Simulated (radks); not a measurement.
Species: Cr. Configuration: [Ar] 3d5 4s1 (the NIST ground configuration).

All-electron calculation, Dirac Kohn-Sham, PBE, spin-unpolarised, spherical densities, finite nucleus; open shells fill j = l - 1/2 first; Fermi nuclear charge, rms radius 3.6452 fm. Program: a radial shooting solver on a logarithmic mesh with Libxc functionals.

Energy parts (eV):
| part | energy |
|---|---|
| total | -28586.816 |
| kinetic | 28922.533 |
| electron-nucleus | -68270.070 |
| Hartree | 12084.273 |
| exchange-correlation | -1323.551 |

Orbitals (lengths in bohr, moments of r in powers of bohr):
| orbital | occ. | eigenvalue (eV) | <r^2> |
|---|---|---|---|
| 1s1/2 | 2 | -5879.733 | 0.005432 |
| 2s1/2 | 2 | -666.8951 | 0.1015 |
| 2p1/2 | 2 | -566.2356 | 0.08198 |
| 2p3/2 | 4 | -557.5871 | 0.08368 |
| 3s1/2 | 2 | -73.9350 | 0.9402 |
| 3p1/2 | 2 | -46.0748 | 1.090 |
| 3p3/2 | 4 | -45.0586 | 1.111 |
| 3d3/2 | 4 | -2.9329 | 3.313 |
| 3d5/2 | 1 | -2.8559 | 3.372 |
| 4s1/2 | 1 | -4.0022 | 13.81 |

The highest occupied level is 3d5/2 at -2.856 eV. Summed over all electrons, <r^2> = 39.65 bohr^2, which gives a Langevin (diamagnetic) susceptibility term of -31.4 x 10^-6 cm^3/mol.
